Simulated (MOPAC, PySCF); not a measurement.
BrCl2Ga, SMILES `[Br][Ga]([Cl])[Cl]`, neutral singlet in the gas phase. 

Z-matrix (Å, degrees):
```
Ga
Cl 1 2.1146
Cl 1 2.1146 2 119.24
Br 1 2.2545 2 120.38 3 -180.00
```
Charge 0, spin multiplicity 1.

All levels are single points at this geometry (PBE0-D3(BJ)/def2-TZVP); Pople sets use spherical d functions. Orbital energies aren't observables, and empty levels follow the basis.

PBE-D3(BJ)/def2-TZVP in PySCF gives HOMO (eV) = -7.68.

Estimate the HOMO (eV) from each of these levels: PBE0-D3(BJ)/def2-TZVP in PySCF; ωB97X-D3(BJ)/def2-TZVP in PySCF; B3LYP/3-21G in PySCF; B3LYP/6-311+G** (LANL2DZ on Br, Ga) in PySCF; B3LYP/6-31G* in PySCF; BP86/6-31G* in PySCF; HF/3-21G in PySCF; HF/6-31G* in PySCF; AM1 in MOPAC; PM3 in MOPAC; PM6 in MOPAC; PM7 in MOPAC.


```csv
level,HOMO (eV)
PBE0-D3(BJ)/def2-TZVP in PySCF,-9.01
ωB97X-D3(BJ)/def2-TZVP in PySCF,-11.45
B3LYP/3-21G in PySCF,-8.70
"B3LYP/6-311+G** (LANL2DZ on Br, Ga) in PySCF",-8.89
B3LYP/6-31G* in PySCF,-8.69
BP86/6-31G* in PySCF,-7.76
HF/3-21G in PySCF,-12.10
HF/6-31G* in PySCF,-12.03
AM1 in MOPAC,-11.83
PM3 in MOPAC,-11.64
PM6 in MOPAC,-11.54
PM7 in MOPAC,-11.20
```
